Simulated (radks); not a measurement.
These are the eigenvalues of the occupied orbitals of an atom or ion with whole-number occupations (hartree). Method: scalar-relativistic Kohn-Sham, LDA (Slater exchange, Perdew-Wang correlation), spin-unpolarised, spherical densities, finite nucleus; Fermi nuclear charge, rms radius of each element as measured or else 0.836 A^(1/3) + 0.57 fm; computed with a radial shooting solver on a logarithmic mesh with Libxc functionals.

1s: -179.5827
2s: -20.87520
2p: -17.50672
3s: -3.36031
3p: -2.47611
4s: -0.78322

Which element is it, and in what charge state? The configuration may be excited.

Answer. Z = 22, titanium, charge +2: Ti2+ in [Ar] 4s2. The list shows which subshells hold electrons but not how many an open one holds; the 1s level, -179.58 hartree, gives Z - s = 19.0 by -(Z - s)^2/2, which with screening and relativity narrows Z to a few neighbours, and the depths of the outer levels then fix element, charge and occupations together.
